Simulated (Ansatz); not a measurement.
# Ligand exchange: GeH4 + KSH → GeH3(SH) + KH

Species: GeH4 (germane) `[GeH4]`, singlet; KSH `[SH][K]`, singlet; GeH3(SH), singlet; KH, singlet. The partners trade H for SH: Ge–H and K–SH bonds give way to Ge–SH and K–H.

Shapes, held fixed at every level: PBE0-D4/def2-TZVP. Programs: Ansatz 0.2.0. The zero-point and thermal change to 298 K, harmonic and unscaled (PBE0-D4/def2-TZVP), is -6.4 kJ/mol.

Problem. Estimate ΔH(298 K) of this reaction.

Solution. The highest level, CCSD(T)/def2-TZVPP, gives ΔH(298 K) = +135.4 kJ/mol; the levels span +127.5 to +141.5. The column of differences is taken from that level and isn't an error. No measured value is set beside it here. Relativity is left out for Ge unless named. Correlated rows may include outer-core shells of Ge, K, which these sets cover unevenly. Times are processor times on shared x86 and Arm servers, and rough.

```json
{"level": "r2SCAN-D4/def2-TZVPP", "kind": "meta-GGA", "ΔH(298 K) (kJ/mol)": "+135.4", "less CCSD(T)/def2-TZVPP": "0.0", "CPU time (sum over the molecules)": "23 s"}
{"level": "B3LYP-D4/def2-TZVPP", "kind": "global hybrid", "ΔH(298 K) (kJ/mol)": "+127.5", "less CCSD(T)/def2-TZVPP": "-7.9", "CPU time (sum over the molecules)": "15 s"}
{"level": "PBE0-D4/def2-TZVPP", "kind": "global hybrid", "ΔH(298 K) (kJ/mol)": "+128.2", "less CCSD(T)/def2-TZVPP": "-7.2", "CPU time (sum over the molecules)": "9.3 s"}
{"level": "wB97M-V/def2-TZVPP", "kind": "range-separated hybrid", "ΔH(298 K) (kJ/mol)": "+129.2", "less CCSD(T)/def2-TZVPP": "-6.2", "CPU time (sum over the molecules)": "34 s"}
{"level": "B2PLYP/def2-TZVPP", "kind": "double hybrid", "ΔH(298 K) (kJ/mol)": "+137.2", "less CCSD(T)/def2-TZVPP": "+1.8", "CPU time (sum over the molecules)": "14 s"}
{"level": "MP2/def2-SVP", "kind": "perturbation theory", "ΔH(298 K) (kJ/mol)": "+134.1", "less CCSD(T)/def2-TZVPP": "-1.3", "CPU time (sum over the molecules)": "–"}
{"level": "MP2/def2-TZVPP", "kind": "perturbation theory", "ΔH(298 K) (kJ/mol)": "+141.5", "less CCSD(T)/def2-TZVPP": "+6.1", "CPU time (sum over the molecules)": "–"}
{"level": "CCSD(T)/def2-TZVPP", "kind": "coupled cluster or CI", "ΔH(298 K) (kJ/mol)": "+135.4", "less CCSD(T)/def2-TZVPP": "0.0", "CPU time (sum over the molecules)": "38 s"}
```
